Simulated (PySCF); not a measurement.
SMILES [CH3][Ga]([CH3])[NH2] (PBE0/def2-SVP optimised geometry):

```
12

Ga    -0.083    -0.138     0.000
C      1.885    -0.138     0.000
H      2.299     0.881     0.003
H      2.273    -0.664    -0.888
H      2.274    -0.670     0.884
C     -1.230    -1.739    -0.002
H     -1.037    -2.351    -0.898
H     -2.299    -1.481     0.013
H     -1.015    -2.372     0.874
N     -0.914     1.481     0.000
H     -1.919     1.610    -0.001
H     -0.432     2.372    -0.001
```

Calculation: PBE0/def2-TZVP (PySCF 2.14.0).

### Question
What are the frontier orbital energies and the dipole moment?

### Answer
HOMO-2 -8.74 eV, HOMO-1 -7.57 eV, HOMO -7.00 eV, LUMO 0.22 eV, LUMO+1 0.54 eV; dipole moment 0.36 D.

On the same geometry PySCF with PBE/def2-TZVP gives HOMO-2 -7.39 eV, HOMO-1 -6.34 eV, HOMO -5.65 eV, LUMO -0.58 eV, LUMO+1 -0.25 eV; dipole moment 0.46 D.

Meta-Löwdin charges at PBE0/def2-TZVP: Ga1 0.65, C2 -0.59, H3 0.12, H4 0.13, H5 0.13, C6 -0.59, H7 0.13, H8 0.12, H9 0.13, N10 -0.68, H11 0.23, H12 0.23.
